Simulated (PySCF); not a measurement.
C₇H₁₃FO₂.
Structure used (PBE0-D3(BJ)/def2-SVP), in Å, numbered top down from 1:
```xyz
23
C7H13FO2 angstrom
C      3.3247   -0.1305    0.5406
C      2.1998   -1.1097    0.2837
F      2.2436   -1.5476   -1.0112
C      0.8556   -0.4783    0.6227
O      0.6004   -0.1368    1.7508
O      0.0772   -0.3559   -0.4360
C     -1.2581    0.2246   -0.3477
C     -2.1245   -0.6197    0.5773
C     -1.7588    0.1478   -1.7810
C     -1.1601    1.6715    0.1177
H      3.2295    0.7357   -0.1312
H      3.2855    0.2192    1.5809
H      4.2943   -0.6129    0.3557
H      2.2989   -1.9867    0.9483
H     -1.7635   -0.5717    1.6123
H     -3.1607   -0.2518    0.5464
H     -2.1244   -1.6691    0.2465
H     -1.7861   -0.8966   -2.1235
H     -2.7717    0.5693   -1.8527
H     -1.0939    0.7119   -2.4508
H     -2.1552    2.1386    0.0758
H     -0.7851    1.7319    1.1469
H     -0.4880    2.2401   -0.5425
```

Level: PBE0/pcSseg-1 in PySCF, non-relativistic, on one gas-phase PBE0-D3(BJ)/def2-SVP geometry that isn't relaxed in the solvent. The solvent is an IEF-PCM continuum (van der Waals radii × 1.2). The model holds no explicit solvent molecules, cavitation or dispersion.

```json
{"run": "gas", "E − E(gas) (kcal/mol)": "0.00", "HOMO (eV)": "-7.83", "HOMO–LUMO gap (eV)": "7.99", "dipole (D)": "1.06"}
{"run": "P", "E − E(gas) (kcal/mol)": "-5.85", "HOMO (eV)": "-7.98", "HOMO–LUMO gap (eV)": "8.07", "dipole (D)": "1.35"}
{"run": "Q", "E − E(gas) (kcal/mol)": "-2.36", "HOMO (eV)": "-7.88", "HOMO–LUMO gap (eV)": "8.02", "dipole (D)": "1.17"}
```

Problem. The runs were made in acetonitrile and cyclohexane. Which run belongs to which solvent?

Solution. P = acetonitrile, Q = cyclohexane. The dielectric constants are 2.017 (cyclohexane), 35.69 (acetonitrile), and the energy falls further as ε rises. In this model the ground state sees the solvent through ε alone.

Problem. How constant is the ratio of the lowering to (ε − 1)/(2ε + 1)?

Solution. 
| solvent | (ε − 1)/(2ε + 1) | E − E(gas) (kcal/mol) | ratio (kcal/mol) | polarisation term (kcal/mol) |
| --- | --- | --- | --- | --- |
| cyclohexane | 0.202 | -2.36 | -11.7 | -2.47 |
| acetonitrile | 0.479 | -5.85 | -12.2 | -6.53 |

The ratio changes by +4.3 % in size from cyclohexane to acetonitrile. The polarisation term is half the interaction of the solute with the induced surface charges.
